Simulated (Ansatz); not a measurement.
A run for Ansatz (a first-principles code): R-B3LYP/def2-TZVPPD on BH3 (SMILES B). Files ending in .json are basis or fitting sets from the Basis Set Exchange.

Ansatz 0.2 input:
```yaml
crystal:
  periodic: [false, false, false]
  atoms:
    - {symbol: B, position_ang: [-0.38676388, 0.02678940, 1.27119403]}
    - {symbol: H, position_ang: [0.48750480, 0.64583617, 0.70917925]}
    - {symbol: H, position_ang: [-0.41460718, -1.14254468, 0.96245519]}
    - {symbol: H, position_ang: [-1.46898360, 0.56276349, 1.20109849]}
basis:
  gaussian:
    orbitals: def2-TZVPPD.json
hamiltonian:
  xc: {name: B3LYP}
scf: {lower_state_search: off}
```

The head of its log:

```
WARN ansatz: RAYON_NUM_THREADS=1 ignored (pool sized by the plan → 1); use --threads N
Functional definition: B3LYP
these checks for a lower state are left out or cut short: stability, starts, cluster_reference, orbital_swaps, neighbouring_geometries, increment
integrals: 0.01 GiB planned
342 factors; their error is unknown
mean field: 0.15 GiB planned
mean field evaluation 1: about -722.8519 eV, gradient 1.7e1 eV
mean field evaluation 2: about -723.4962 eV, gradient 1.1e1 eV
```

Problem. Give the final energy of this run.

Solution. -26.6018 hartree.
